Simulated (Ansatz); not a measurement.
Cost and result for the atomization energy of ClH₇OSi₃ (`O[SiH](Cl)[SiH2][SiH3]`) (12 atoms, 11 bonds).

Z-matrix (Å, degrees):
```
Si
Cl 1 2.069
Si 1 2.340 2 105.5
O 1 1.639 2 110.6 3 -124.1
H 1 1.479 2 107.2 3 121.8
Si 3 2.339 1 109.8 2 51.2
H 3 1.490 1 109.7 2 173.2
H 3 1.492 1 108.1 2 -69.0
H 4 0.959 1 118.2 2 65.5
H 6 1.488 3 109.5 1 54.2
H 6 1.486 3 109.7 1 -65.4
H 6 1.487 3 110.6 1 174.0
```

The species carries charge 0 and has multiplicity 1. The structure was optimised at the PBE0-D4/def2-TZVP level. It is one conformer, not always the lowest. Program: Ansatz. All runs use 4 threads of an Intel Xeon 6975P-C on a shared host. Times are those of one run each, without the atoms' runs, and a repeat can differ threefold. Electronic energies, without spin–orbit coupling; frozen cores. CCSD(T)/CBS adds CCSD(T) − MP2 in def2-TZVPP to the MP2 limit, and its time is that of the two runs behind it. T1 = 0.013. B3LYP takes the VWN-RPA correlation (the form of Gaussian; ORCA's B3LYP/G).

CCSD(T)/CBS is a level of theory with its own doubt, some kJ/mol a heavy atom from the limit and from the frozen cores, so smaller differences don't rank the functionals.

```csv
level,functions,wall time
LDA (SPW92)/def2-TZVPP,297,1 s
revPBE-D4/def2-TZVPP,297,1.5 s
PBE0-D4/def2-TZVPP,297,2.6 s
CCSD(T)/def2-SVP,121,3 s
r2SCANh-D4/def2-TZVPP,297,3.8 s
B2PLYP/def2-TZVPP,297,4 s
B3LYP-D4/def2-TZVPP (with forces),297,4.2 s
PBE-QIDH/def2-TZVPP,297,4.2 s
ωB97X-V/def2-TZVPP,297,6 s
ωB97M-V/def2-TZVPP (with forces),297,8 s
MP2/def2-QZVPP,547,17 s
CCSD(T)/def2-TZVPP,297,69 s
CCSD(T)/CBS(def2),–,86 s
```

(1) What atomization energy does each give, and how far from CCSD(T)/CBS? (Estimate.)

## Answers

(1) Computed: 
| level | atomization (kcal/mol) | difference from CCSD(T)/CBS | per bond |
| --- | --- | --- | --- |
| LDA (SPW92)/def2-TZVPP | 1007.6 | 100.9 | 9.2 |
| revPBE-D4/def2-TZVPP | 883.7 | -23.0 | -2.1 |
| PBE0-D4/def2-TZVPP | 893.0 | -13.7 | -1.2 |
| CCSD(T)/def2-SVP | 831.3 | -75.4 | -6.9 |
| r2SCANh-D4/def2-TZVPP | 900.8 | -5.9 | -0.5 |
| B2PLYP/def2-TZVPP | 887.0 | -19.7 | -1.8 |
| B3LYP-D4/def2-TZVPP (with forces) | 898.9 | -7.8 | -0.7 |
| PBE-QIDH/def2-TZVPP | 891.5 | -15.2 | -1.4 |
| ωB97X-V/def2-TZVPP | 911.5 | 4.8 | 0.4 |
| ωB97M-V/def2-TZVPP (with forces) | 904.2 | -2.5 | -0.2 |
| MP2/def2-QZVPP | 899.5 | -7.2 | -0.6 |
| CCSD(T)/def2-TZVPP | 879.5 | -27.2 | -2.5 |
| CCSD(T)/CBS(def2) | 906.7 | 0.0 | 0.0 |

At CCSD(T), def2-SVP lies −75.4 kcal/mol from the extrapolated value and def2-TZVPP −27.1 kcal/mol: correlation converges slowly with the basis, and small sets miss more of it in the bonded molecule than in its fragments. In def2-TZVPP, CCSD(T) changes the Hartree–Fock value by +205.6 kcal/mol (the triples alone add +10.8 kcal/mol) and MP2 by +209.4 kcal/mol; breaking electron pairs costs correlation energy, which Hartree–Fock lacks. The D4 term adds +12.8 kcal/mol with B3LYP and +6.8 kcal/mol with PBE0; it sums over pairs of atoms, weighted by their polarisabilities, and B3LYP, whose exchange is more repulsive, gets the larger term.
